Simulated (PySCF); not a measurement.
Input of a run (PBE0-D3(BJ)/def2-SVP geometry optimisation, gas phase, def2 core potentials past Kr (PySCF 2.14.0)), started from GFN2-xTB:
```
{"job": {"xc": "PBE0", "basis": "def2-SVP", "d3": "d3bj", "grid": 1, "maxiter": 30, "shake": 0.03, "kind": "geom"}, "charge": 0, "multiplicity": 1}
W      0.431460     0.130910     0.346600
N      0.128770     0.776390     2.008530
H      0.155830     1.157340     2.937350
N      2.199340     0.356220    -0.130070
H      3.098630     0.492050    -0.204560
O     -0.712930     1.203980    -0.861980
C     -1.077670     2.319860    -1.553580
H     -0.220290     2.747100    -2.156920
H     -1.464370     3.114280    -0.793560
H     -1.935240     2.065270    -2.210520
O     -0.207250    -1.597050     0.223920
C     -0.074560    -2.935560     0.557650
H      0.800630    -3.313090     0.201220
H     -0.934930    -3.499500     0.052480
H     -0.220200    -3.094310     1.627430
```

Output (energies in Eh, forces in Eh/bohr):
```
step   0  E = -407.48527656  max force = 0.200314
step   1  E = -407.51836491  max force = 0.066120
step   2  E = -407.52501141  max force = 0.033412
step   3  E = -407.52744146  max force = 0.010928
step   4  E = -407.52798927  max force = 0.003764
step   5  E = -407.52829858  max force = 0.002683
step   6  E = -407.52853286  max force = 0.001921
step   7  E = -407.52858330  max force = 0.001949
step   8  E = -407.52863647  max force = 0.001053
step   9  E = -407.52865536  max force = 0.000885
step  10  E = -407.52866457  max force = 0.000305
optimisation converged
```

Summarise the run.

The energy falls by 27.2 kcal/mol over 11 energy and gradient evaluations, the largest force component goes from 0.2003 to 3.0e-04 Eh/bohr, and the atoms move by 0.281 Å rms after alignment. The bond that changes most is N4–H5 (ends: nitrogen bonded to W and H; hydrogen on nitrogen), which lengthens by 0.101 Å. Bonds longer at the end by more than 0.005 Å: 7 of 14; shorter: 7. Among the angles that change most is W1–N4–H5, from 169.6° to 155.9°. The energy never rose by more than 1e-6 Eh on the way. The first step brought 76 % of the lowering.

What are the final bond lengths?

W1–N2 1.752 Å, W1–N4 1.754 Å, W1–O6 1.886 Å, W1–O11 1.885 Å, N2–H3 1.013 Å, N4–H5 1.014 Å, O6–C7 1.391 Å, C7–H8 1.104 Å, C7–H9 1.105 Å, C7–H10 1.102 Å, O11–C12 1.392 Å, C12–H13 1.104 Å, C12–H14 1.102 Å, C12–H15 1.104 Å. Numbering counts from 1 in the input's order; the species is `C[O][W](=[NH])(=[NH])[O]C` (W(NH)2(OMe)2).

The run used 156 basis functions and 94 SCF cycles in all. The run took 2.2 min on one thread of an Arm Neoverse V2, shared host, and the process peaked at 0.61 GiB of memory.

Whether it is a minimum is left open (no frequencies).
